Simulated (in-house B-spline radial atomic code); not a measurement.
The argon ion Ar⁶⁺: [Ne] 3s1 (7p1/2)1 (an excited or competing configuration)

All numbers are computed (Dirac-Hartree-Fock, average of the jj configuration; Fermi nucleus of rms radius 3.4274 fm) with a B-spline radial code for spherical atoms, not measured.

Screening seen three ways: the hydrogenic charge with the same mean radius, Z_r = [3n² - l(l+1)]/(2<r>), the one with the same energy, Z_e = n√(-2ε), and Slater's rules. Values are occupation-weighted means over j.

```
shell  electrons   ε (eV)  <r> (bohr)    Z_r    Z_e  Slater
   1s          2  -3383.2     0.08558  17.53  15.77   17.70
   2s          2  -470.87      0.4068  14.75  11.77   13.85
   2p          6  -394.28      0.3708  13.48  10.77   13.85
   3s          1  -139.09       1.162  11.61   9.59    9.20
   7p          1  -15.523       9.076   7.99   7.48    7.00
```

The least bound orbital is 7p1/2 at -15.52 eV, and it is also the most diffuse (<r> = 9.076 bohr).

For the 1s electron the small component carries 0.412 % of the norm, the zero-frequency Breit interaction raises the level by 2.537 eV, self-energy by 1.157 eV, and vacuum polarisation lowers it by 0.08103 eV.
